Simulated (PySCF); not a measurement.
Deprotonation sites of 2-phenylmalononitrile

Molecule: `N#CC(C#N)c1ccccc1` (C9H6N2). Atom numbers as in the mapped SMILES `[N:1]#[C:2][CH:3]([C:4]#[N:5])[c:6]1[cH:7][cH:8][cH:9][cH:10][cH:11]1`. These are map numbers, not IUPAC locants.

These are calculated values, ωB97X-D3(BJ)/ma-def2-SVP in PySCF (grid level 2) at geometries from PBE0-D3(BJ)/ma-def2-SVP. Thermal corrections: GFN2-xTB frequencies, unscaled, ideal gas at 298.15 K and 1 bar, quasi-RRHO entropy. These were taken at the GFN2-xTB minima.

```tsv
site	product	ΔH(acid) / kcal/mol	ΔG(acid) / kcal/mol
C3 (carbon α to the nitrile)	N#C[C-](C#N)c1ccccc1	319.4	312.5
```

ΔH and ΔG refer to AH → A⁻ + H⁺ in the gas phase. Sites whose products fell apart, merged with another or lost in a GFN2-xTB screen aren't listed.

In DMF the product from C3 is solvated 38.8 kcal/mol more strongly than the parent (electrostatics only).

In ethanol the product from C3 is solvated 38.3 kcal/mol more strongly than the parent (electrostatics only).

Measured values (NIST Chemistry WebBook, evaluated or the median of agreeing entries): deprotonation enthalpy (ΔH) 1341 kJ/mol (computed 1336, difference -5); gas-phase acidity (ΔG) 1316 kJ/mol (computed 1308, difference -8).

Known limits: ma-def2-SVP is a small basis, whose errors can reach tens of kJ/mol; C7, C8, C9 are not listed: the run failed or kept an imaginary mode, or the ion rearranged or equalled another.

Structures, frequencies and single points took 5.9 min of wall time on 1 thread of Arm Neoverse V2 (shared host), launched as `OMP_NUM_THREADS=1 python redox_run.py task.json out`.
